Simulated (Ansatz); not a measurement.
Species: SnI2, charge 0, singlet. SnI2 (SMILES [I][Sn][I]).
B3LYP-D3(BJ)/def2-TZVP minimum from Ansatz (a quantum-chemistry and plane-wave program):
```
Sn
I 1 2.7577
I 1 2.7577 2 100.68
```

Wanted: atomisation energy (electronic, to ground-state atoms), in kcal/mol. Open shells are spin-unrestricted; no spin-orbit coupling. Correlated methods leave the cores frozen (noble-gas shells, and filled d and f shells in the p block). Past Kr the def2 sets carry scalar-relativistic core potentials. CBS(X,Y): correlation extrapolated as X^-3, Hartree-Fock from the larger set. A bracket is a step between two methods taken in the basis named. Spin-orbit terms, left out, reach several kcal/mol for Br and I, and more for heavier atoms.

CCSD(T)/CBS(def2-TZVPP,def2-QZVPP) + [CCSDT(Q) - CCSD(T)]/def2-TZVPP (Ansatz) gives 142.3 kcal/mol.

What does PBE/def2-TZVPD (Ansatz) give here, and how do the other levels compare?

PBE gives 148.0 kcal/mol, 5.7 kcal/mol above it. Differences of the others: r2SCAN/def2-TZVPD (Ansatz) 2.1; B3LYP/def2-TZVPD (Ansatz) -5.3; PBE0/def2-TZVPD (Ansatz) -0.6; B2PLYP/def2-TZVPD (Ansatz) -5.5; CCSD(T)/CBS(def2-TZVPP,def2-QZVPP) (Ansatz) -0.3 kcal/mol.
